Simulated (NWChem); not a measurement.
The numbers come from NWChem runs, not from measurements. System: C4H10S, charge 1, spin multiplicity 2, at the geometry of a parent with another charge or spin, in a state set for the comparison that need not be this species' ground state. Its SCF solution wasn't tested for a lower state. Level: UMP2/def2-SVP, 9 core orbitals frozen.

The NWChem input:

```
start mol
memory heap 200 mb stack 900 mb global 1100 mb
charge 1
geometry units angstroms nocenter noautoz noautosym
  C      2.577744    -0.063812    -0.252287
  C      1.129995     0.306277    -0.560960
  S      0.047220    -0.173817     0.840523
  C     -1.575752     0.446528     0.258815
  C     -2.227709    -0.375590    -0.850076
  H      2.936871     0.450906     0.652903
  H      3.234672     0.220858    -1.089912
  H      2.686280    -1.148028    -0.090263
  H      1.033048     1.392999    -0.724041
  H      0.793342    -0.201597    -1.478992
  H     -1.459498     1.501985    -0.040477
  H     -2.204968     0.443034     1.163304
  H     -2.355341    -1.423947    -0.539131
  H     -1.624693    -0.369182    -1.771919
  H     -3.220905     0.033635    -1.102784
end
basis spherical
  * library def2-svp
end
scf
  uhf
  nopen 1
  maxiter 100
  thresh 1e-7
  semidirect memsize 60000000 filesize 0
  # guess.movecs holds the orbitals of an unrestricted PBE0 run
  vectors input guess.movecs output mol.movecs
end
mp2
  freeze core 9
end
task mp2 energy
```

NWChem printed:

```
             Northwest Computational Chemistry Package (NWChem) 7.3.0
             --------------------------------------------------------

                                NWChem Input Module
                                -------------------

 Scaling coordinates for geometry "geometry" by  1.889725989
 (inverse scale =  0.529177249)

                             Geometry "geometry" -> ""
                             -------------------------

 Output coordinates in angstroms (scale by  1.889725989 to convert to a.u.)

  No.       Tag          Charge          X              Y              Z
 ---- ---------------- ---------- -------------- -------------- --------------
    1 C                    6.0000     2.57774400    -0.06381200    -0.25228700
    2 C                    6.0000     1.12999500     0.30627700    -0.56096000
    3 S                   16.0000     0.04722000    -0.17381700     0.84052300
    4 C                    6.0000    -1.57575200     0.44652800     0.25881500
    5 C                    6.0000    -2.22770900    -0.37559000    -0.85007600
    6 H                    1.0000     2.93687100     0.45090600     0.65290300
    7 H                    1.0000     3.23467200     0.22085800    -1.08991200
    8 H                    1.0000     2.68628000    -1.14802800    -0.09026300
    9 H                    1.0000     1.03304800     1.39299900    -0.72404100
   10 H                    1.0000     0.79334200    -0.20159700    -1.47899200
   11 H                    1.0000    -1.45949800     1.50198500    -0.04047700
   12 H                    1.0000    -2.20496800     0.44303400     1.16330400
   13 H                    1.0000    -2.35534100    -1.42394700    -0.53913100
   14 H                    1.0000    -1.62469300    -0.36918200    -1.77191900
   15 H                    1.0000    -3.22090500     0.03363500    -1.10278400

 Effective nuclear repulsion energy (a.u.)     233.8734066823

            Nuclear Dipole moment (a.u.)
            ----------------------------
        X                 Y               Z
 ---------------- ---------------- ----------------
    -0.0000075589     0.0000170075     0.0000151178


 Summary of "ao basis" -> "" (spherical)
 ------------------------------------------------------------------------------
       Tag                 Description            Shells   Functions and Types
 ---------------- ------------------------------  ------  ---------------------
 *                          def2-svp                  on all atoms

 Summary of "ao basis" -> "ao basis" (spherical)
 ------------------------------------------------------------------------------
       Tag                 Description            Shells   Functions and Types
 ---------------- ------------------------------  ------  ---------------------
 C                          def2-svp                 6       14   3s2p1d
 S                          def2-svp                 8       18   4s3p1d
 H                          def2-svp                 3        5   2s1p

                                 NWChem SCF Module
                                 -----------------

  ao basis        = "ao basis"
  functions       =   124
  atoms           =    15
  alpha electrons =    25
  beta  electrons =    24
  charge          =   1.00
  wavefunction    = UHF
  use symmetry    = F
  symmetry adapt  = F

 Summary of "ao basis" -> "ao basis" (spherical)
 ------------------------------------------------------------------------------
       Tag                 Description            Shells   Functions and Types
[...]
   10 H    1     0.41   0.35  0.04  0.01
   11 H    1     0.42   0.36  0.05  0.01
   12 H    1     0.42   0.36  0.05  0.01
   13 H    1     0.45   0.37  0.07  0.01
   14 H    1     0.46   0.37  0.08  0.01
   15 H    1     0.44   0.36  0.06  0.01

   Mulliken analysis of the spin density
   -------------------------------------

    Atom       Charge   Shell Charges
 -----------   ------   -------------------------------------------------------
    1 C    6     0.00   0.00  0.00  0.00  0.00  0.00 -0.00
    2 C    6    -0.10  -0.00 -0.01 -0.01 -0.03 -0.05  0.00
    3 S   16     1.08   0.00  0.00  0.01  0.06  0.01  0.45  0.55 -0.00
    4 C    6    -0.10  -0.00 -0.01 -0.01 -0.03 -0.05  0.00
    5 C    6     0.03   0.00  0.01 -0.00  0.02  0.00  0.00
    6 H    1    -0.00  -0.00  0.00 -0.00
    7 H    1    -0.00  -0.00 -0.00  0.00
    8 H    1    -0.00  -0.00  0.00 -0.00
    9 H    1     0.03   0.02  0.01 -0.00
   10 H    1     0.03   0.02  0.01 -0.00
   11 H    1     0.02   0.02  0.00 -0.00
   12 H    1     0.00   0.00  0.00 -0.00
   13 H    1    -0.00  -0.00  0.00  0.00
   14 H    1    -0.00  -0.00 -0.00  0.00
   15 H    1     0.00   0.00  0.00  0.00

       Multipole analysis of the density wrt the origin
       ------------------------------------------------

     L   x y z        total         alpha         beta         nuclear
     -   - - -        -----         -----         ----         -------
     0   0 0 0      1.000000    -25.000000    -24.000000     50.000000

     1   1 0 0     -0.233716     -0.132027     -0.101681     -0.000008
     1   0 1 0      0.312760      0.297442      0.015301      0.000017
     1   0 0 1     -0.049894     -0.760901      0.710991      0.000015

     2   2 0 0    -17.698000   -269.712990   -268.625415    520.640404
     2   1 1 0     -0.038782     -4.932230     -4.630479      9.523927
     2   1 0 1     -0.903310     -6.472830     -6.100588     11.670108
     2   0 2 0    -26.389087    -34.650042    -32.027199     40.288154
     2   0 1 1      0.220546     -1.094246     -0.911772      2.226563
     2   0 0 2    -25.783167    -65.972675    -62.109682    102.299191

                   NWChem MP2 Semi-direct Energy/Gradient Module
                   ---------------------------------------------

  Basis functions       =    124
  Molecular orbitals    =    124
  Frozen core           =      9
  Frozen virtuals       =      0
  Active alpha occupied =     16
  Active beta occupied  =     15
  Active alpha virtual  =     99
  Active beta virtual   =    100
  Use MO symmetry       = F
  Use skeleton AO sym   = F

  AO/Fock/Back tols     =   1.0D-09  1.0D-09  1.0D-09

 GA uses MA = F    GA memory limited = T

 Available:
  local mem=  1.26D+08
 global mem=  1.44D+08
 local disk=  0.00D+00
  mp2_memr nvloc                    99
  nvloc new                    99
   1 passes of  16:        3145728                      71759                  37704014.
   1 passes of  16: M    126132044           G      144148448           F     122986316.

 Semi-direct pass number   1 of   1  for UHF alpha       at       10.2s
  vrange nnbf                  6996
  mp2_eaftype                   143  avail_ma_in_mb                  1099
 EAF : mp2_eaftype filesize         143   18852007.
  mp2_eaf for mointskh                    143
Node 0 wrote     88.7 Mb in      0.1 s     Agg I/O rate:  1170.2 Mb/s
 Done moints_semi at       17.0s
  mp2_eaftype                   143  avail_ma_in_mb                   956
 EAF : mp2_eaftype filesize         143   18852007.
  mp2_eaf for kh                   143
 Done maket at       17.6s
 Done multipass loop at       17.6s

 GA uses MA = F    GA memory limited = T

 Available:
  local mem=  1.26D+08
 global mem=  1.44D+08
 local disk=  0.00D+00
  mp2_memr nvloc                   100
  nvloc new                   100
   1 passes of  15:        3145728                      69617                  35705957.
   1 passes of  15: M    126132044           G      144148448           F     122986316.

 Semi-direct pass number   1 of   1  for UHF beta        at       17.6s
  vrange nnbf                  6996
  mp2_eaftype                   136  avail_ma_in_mb                  1099
 EAF : mp2_eaftype filesize         136   17852978.
  mp2_eaf for mointskh                    136
Node 0 wrote     84.0 Mb in      0.1 s     Agg I/O rate:  1284.2 Mb/s
 Done moints_semi at       24.3s
  mp2_eaftype                   136  avail_ma_in_mb                   963
 EAF : mp2_eaftype filesize         136   17852978.
  mp2_eaf for kh                   136
 Done maket at       24.8s
 Done multipass loop at       24.8s

          -------------------------------------------
          SCF energy                -554.308689734890
          Correlation energy          -0.684715119020
          Singlet pairs                0.000000000000
          Triplet pairs                0.000000000000
          Total MP2 energy          -554.993404853910
          -------------------------------------------

          ---------------------------------------------------
                    Spin Component Scaled (SCS) MP2
          Same spin pairs                     -0.153287087327
          Same spin scaling factor             0.333333333333
          Opposite spin pairs                 -0.531428031693
          Opposite spin scaling fact.          1.200000000000
          SCS-MP2 correlation energy          -0.688809333807
          Total SCS-MP2 energy              -554.997499068697
          ---------------------------------------------------

 -----------------------
 Performance information
 -----------------------

 Timer overhead =  1.24D-07 seconds/call

               Nr. of calls         CPU time (s)                 Wall time (s)                GFlops
             ---------------    -------------------     ------------------------------   -------------------
Name         Min   Avg   Max    Min     Avg     Max     Min     Avg     Max   Mx/calls   Min     Max     Sum
mp2: moin     2     2     2    14.     14.     14.      14.     14.     14.     6.8      0.0     0.0     0.0
mp2: make     2     2     2   0.98    0.98    0.98     0.98    0.98    0.98    0.49      0.0     0.0     0.0
mp2: tota     1     1     1    15.     15.     15.      15.     15.     15.     15.      0.0     0.0     0.0

 The average no. of pstat calls per process was 5.00D+00
 with a timing overhead of 6.18D-07s

 Task  times  cpu:       24.7s     wall:       24.7s

 Total times  cpu:       24.8s     wall:       24.8s
```
